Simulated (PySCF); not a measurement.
**Excitation energy of Br⁺ by level of theory**

Br⁺ [Ar] 3d10 4s2 4p4 (3P) → Br⁺ [Ar] 3d10 4s2 4p3 5s1 (5S), as a difference of total energies. Computed with PySCF 2.14 in aug-cc-pVDZ-DK, with the spin-free X2C one-electron Hamiltonian (Gaussian nucleus). Correlated levels: valence: [Ar] 3d10 frozen. The calculations carry no spin-orbit coupling.

```csv
method,excitation energy (cm⁻¹),error (cm⁻¹)
UHF,86721,-5728
MP2 (valence),87279,-5171
SCS-MP2 (valence),88407,-4043
CCSD (valence),87478,-4972
CCSD(T) (valence),87454,-4996
CCSDT (valence),87454,-4996
```

Reference: 92449 cm⁻¹ (measured; NIST levels, between the centres of gravity of the two terms).

Errors of the correlated levels include the incompleteness of this basis and the frozen core.
